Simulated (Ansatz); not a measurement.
`C#C[SiH2]N` + PH₃ → `N[SiH2]P` + `C#C`  (ligand exchange at the Si–C bond)

Program: Ansatz. Geometries: PBE0-D4/def2-TZVP. ΔE: electronic, gas phase. CCSD(T)/CBS adds triple-zeta CCSD(T) − MP2 to the extrapolated MP2 energy (def2 sets, frozen cores). This one scheme is used for every species. Functionals use def2-TZVPP. Each species was taken in one conformer, which may not be the lowest.

```
  level  ΔE (eV)
ωB97M-V     0.28
   BLYP     0.32
```

(1) What does CCSD(T)/CBS give? (An estimate is asked.)

(2) What do rigid-rotor, harmonic-oscillator terms from PBE0-D4/def2-TZVP frequencies (298.15 K, 1 bar) make of the CCSD(T)/CBS value? (Estimate.)

Largest T1 diagnostic among the species: 0.013.

Results:

(1) The calculation gave: +0.26 eV. The listed levels differ from it by 0.02, 0.06 eV.

(2) Computed: ΔZPE = +0.03 eV, ΔH = +0.30 eV, ΔS = -2 J/(mol·K), ΔG = +0.30 eV.

Leaving LDA and LC-ωPBE aside and taking each functional with its dispersion term where it has one, the values, not all of them listed here, spread over 0.12 eV, from revPBE-D4 to B2PLYP. At CCSD(T), def2-SVP lies +0.08 eV from the extrapolated value and def2-TZVPP +0.04 eV. In def2-TZVPP, CCSD(T) changes the Hartree–Fock value by −0.09 eV (the triples alone add −0.01 eV) and MP2 by −0.07 eV.
